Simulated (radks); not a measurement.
Problem. The mean radii <r> (bohr) of the occupied orbitals of an atom or ion are listed with their occupations. All-electron calculation, Dirac Kohn-Sham, PBE, spin-unpolarised, spherical densities, finite nucleus; Fermi nuclear charge, rms radius of each element as measured or else 0.836 A^(1/3) + 0.57 fm. Program: a radial shooting solver on a logarithmic mesh with Libxc functionals.

| orbital | occ. | <r> |
|---|---|---|
| 1s1/2 | 2 | 0.01966 |
| 2s1/2 | 2 | 0.08276 |
| 2p1/2 | 2 | 0.06872 |
| 2p3/2 | 4 | 0.07622 |
| 3s1/2 | 2 | 0.2163 |
| 3p1/2 | 2 | 0.2061 |
| 3p3/2 | 4 | 0.2201 |
| 3d3/2 | 4 | 0.1935 |
| 3d5/2 | 6 | 0.1978 |
| 4s1/2 | 2 | 0.4875 |
| 4p1/2 | 2 | 0.4952 |
| 4p3/2 | 4 | 0.5274 |
| 4d3/2 | 4 | 0.5521 |
| 4d5/2 | 6 | 0.5635 |
| 5s1/2 | 2 | 1.188 |
| 5p1/2 | 2 | 1.323 |
| 5p3/2 | 4 | 1.424 |
| 4f5/2 | 6 | 0.7260 |
| 4f7/2 | 7 | 0.7399 |
| 7s1/2 | 1 | 6.026 |

Name the element and its charge. Open shells, if any, fill j = l - 1/2 first.

Solution. Z = 70, ytterbium, charge +2: Yb2+ in [Xe] 4f13 7s1. The 1s radius gives Z: for a bare nucleus <r> = (2 gamma + 1)/(2Z) with gamma = sqrt(1 - (Z/c)^2), 0.01942 bohr for Z = 70, and screening makes it slightly larger (0.01966 here). The occupations add up to 68, and the charge is Z minus that.
